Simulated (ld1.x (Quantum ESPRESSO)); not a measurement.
antimony: one change to an ultrasoft potential, before and after

| Property | Result |
| --- | --- |
| Element | Sb |
| Generator | ld1.x (Quantum ESPRESSO) 7.5 |
| Type | ultrasoft |
| Functional | PBE |
| Relativity | scalar-relativistic |
| Frozen core | [Kr] 4d10 |
| Valence charge | 5 |
| Reference configuration | 5s2 5p3 |
| Partial waves | 5s (bound): rcut 1.95, rcutus 2.20 bohr; 5s channel at 3.55 Ry: rcut 1.95, rcutus 2.20 bohr; 5p (bound): rcut 2.50, rcutus 2.80 bohr; 5p channel at 0.3 Ry: rcut 2.50, rcutus 2.80 bohr; 5d channel at 0.35 Ry: rcut 1.80, rcutus 2.15 bohr; 5d channel at 1.75 Ry: rcut 1.80, rcutus 2.15 bohr |
| Local potential | all-electron potential smoothed inside 1.85 bohr (lloc = -1) |
| Core correction | Bessel-smoothed model core inside 1.85 bohr |
| Augmentation charge | PSQ, radius 1.70 bohr |

All-electron outer shells of the reference configuration (PBE, scalar-relativistic, ld1.x):

```csv
shell,level (eV),outermost node (bohr),outermost maximum (bohr)
4p,-101.79,0.39,0.76
4d,-33.51,0.38,0.84
5s,-12.83,0.95,1.90
5p,-4.83,1.04,2.35
```

Change: functional PBEsol; removed wave 5d channel at 1.75 Ry: rcut 1.80, rcutus 2.15 bohr.

Cutoffs: the cutoffs (Ry, on a coarse ladder) from which the occupation-weighted sum of valence levels, in a spherical-Bessel basis at the reference potential, stays within 10 and 1 mRy of its value at 400 Ry; they do not see the model core or the augmentation charge, which bear on the density cutoff. Errors are all-electron minus pseudo energies relative to the spin-unpolarised reference configuration.

Q: What does the change do?

A: Both files are so soft that the ladder of cutoffs tells neither apart; the bound ghost in d disappears; the errors of the 7 common tests hardly move; the range in which the d phases agree narrows (upper end 4.6 → 1.0).

| quantity | base | changed |
| --- | --- | --- |
| cutoff, loose | 6 Ry | 6 Ry |
| cutoff, tight | 10 Ry | 10 Ry |
| bound ghosts | d | none |
| error for 5s2 5p2, meV [ΔE 8.32 → 8.34 eV] | -7.7 | -7.8 |
| error for 5s2 5p1, meV [ΔE 24.28 → 24.36 eV] | -50 | -52 |
| error for 5s2 5p0, meV [ΔE 48.70 → 48.80 eV] | -184 | -193 |
| error for 5s2 5p2.5, meV [ΔE 3.26 → 3.27 eV] | -1.7 | -1.8 |
| error for 5s1 5p0, meV [ΔE 92.99 → 93.13 eV] | -617 | -667 |
| error for 5s1 5p3, meV [ΔE 17.05 → 17.11 eV] | -30 | -32 |
| error for 5s2 5p3.3, meV [ΔE -1.16 eV] | +0.1 | +0.1 |
| s: phases at 3.04 bohr within 0.05 rad from the reference energy up to (Ry; the scan ends near 5) | 3.0 | 3.1 |
| p: phases at 3.04 bohr within 0.05 rad from the reference energy up to (Ry; the scan ends near 5) | 2.5 | 2.5 |
| d: phases at 3.04 bohr within 0.05 rad from the reference energy up to (Ry; the scan ends near 5) | 4.6 | 1.0 |
| lowest overlap eigenvalue by channel | s 0.58, p 0.51, d 0.82 | s 0.58, p 0.51, d 1.00 |

 A true bound ghost makes a file unfit for plane-wave use even where its test errors are small: the radial tests pick states by their node count and pass the ghost by.
